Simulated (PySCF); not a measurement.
C₂H₂F₂, charge +1, multiplicity 2. Atoms are numbered in the order given.

```xyz
6

C      0.0000     0.0000     1.4080
C      0.0000     0.0000    -0.0092
F      0.0000     1.0655    -0.6818
F      0.0000    -1.0655    -0.6818
H      0.0000    -0.9579     1.9403
H      0.0000     0.9579     1.9403
```
Charge +1, spin multiplicity 2.

Geometry optimised at B3LYP-D3(BJ)/def2-SVP. The multiplicity is an assumed one; other spin states were not compared.

Calculation: PBE0/def2-TZVPD (PySCF).

Mulliken values depend strongly on the basis, most of all with diffuse functions as here. Atomic charges (e):

```json
[
 {"atom": "C1", "Mulliken": "-0.31", "meta-Löwdin": "-0.07", "Mulliken spin": "0.65"},
 {"atom": "C2", "Mulliken": "0.76", "meta-Löwdin": "0.76", "Mulliken spin": "0.24"},
 {"atom": "F3", "Mulliken": "-0.01", "meta-Löwdin": "-0.07", "Mulliken spin": "0.06"},
 {"atom": "F4", "Mulliken": "-0.01", "meta-Löwdin": "-0.07", "Mulliken spin": "0.06"},
 {"atom": "H5", "Mulliken": "0.29", "meta-Löwdin": "0.23", "Mulliken spin": "-0.01"},
 {"atom": "H6", "Mulliken": "0.29", "meta-Löwdin": "0.23", "Mulliken spin": "-0.01"}
]
```
